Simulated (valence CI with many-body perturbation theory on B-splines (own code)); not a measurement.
# Ce²⁷⁺: key properties

Calculated by relativistic CI+MBPT: three valence electrons over a frozen Dirac-Fock core [Ar] 3d10, radial functions for each j: 9 s, 9 p, 8 d, 6 f, 3 g, 1 h, with the one-electron correlation potential Σ1 (screened to all orders), the two-electron term Σ2, the three-electron term Σ3, Breit, model QED; selected single and double excitations, second order for the rest (own B-spline code, finite nucleus).

The last digits are not significant, and no measured levels were compared; by estimate large intervals hold to a few tenths of a per cent, small ones and those within an open d or f shell to about a per cent.

Levels are named by their leading jj configuration (3d3/2^4 stands for four electrons in 3d with j = 3/2), which in mixed levels can hold well under half, so a name can repeat and another be missing.

Rates and lifetimes use the calculated energies. Strong lines usually hold to 10 to 20 %, long lifetimes can be off by a factor of two.

(1) What is the ground level?

(2) How well does LS coupling describe the low levels?

(3) What are the static dipole polarisabilities of the lowest levels?

(4) What is the ionisation energy?

(5) Name the longest-lived excited levels whose lifetime is computed, and their main decay.

Answers

(1) (4s^2 4p1/2) J=1/2, composition 99 % 4s²4p ²P°, g = 0.663.

(2) Among the lowest 20 levels the leading LS term, summed over configurations, holds 77 % on average. For single configurations the figures are 74 % in LS and 88 % in jj coupling. Terms mix most in the J = 3/2 level at 1219500 cm⁻¹, where the leading one holds 42 %.

(3) (4s^2 4p1/2) J=1/2 0.125; (4s^2 4p3/2) J=3/2 0.134 (tensor 0.012) bohr³, of which the core gives 0.00774.

(4) 966.95 eV; NIST lists 965 ± 4 eV (theoretical).

(5) (4s 4p3/2 4d5/2) J=9/2 at 1664800 cm⁻¹ lives 16.8 μs, mostly by M1 to (4s 4p1/2 4d5/2) J=7/2; (4s^2 4p3/2) J=3/2 at 209690 cm⁻¹ lives 11.9 μs, mostly by M1 to (4s^2 4p1/2) J=1/2.
